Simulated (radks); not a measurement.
Isoelectronic series with 55 electrons, all held in the configuration [Xe] 6s1, which need not be the ground one along the series. Method: Dirac Kohn-Sham, PBE, spin-unpolarised, spherical densities, point nucleus; computed with a radial shooting solver on a logarithmic mesh with Libxc functionals. Total energies (hartree) and mean radii <r> (bohr):

ion   E (hartree)  6s1/2  5p3/2
Cs     -7790.2757  5.690  2.119
Ba+    -8139.1297  4.332  1.938
La2+   -8496.8349  3.680  1.794
Ce3+   -8863.4270  3.259  1.677
Pr4+   -9238.9511  2.953  1.577
Nd5+   -9623.4589  2.715  1.492
Pm6+  -10017.0068  2.522  1.417
Sm7+  -10419.6554  2.360  1.351
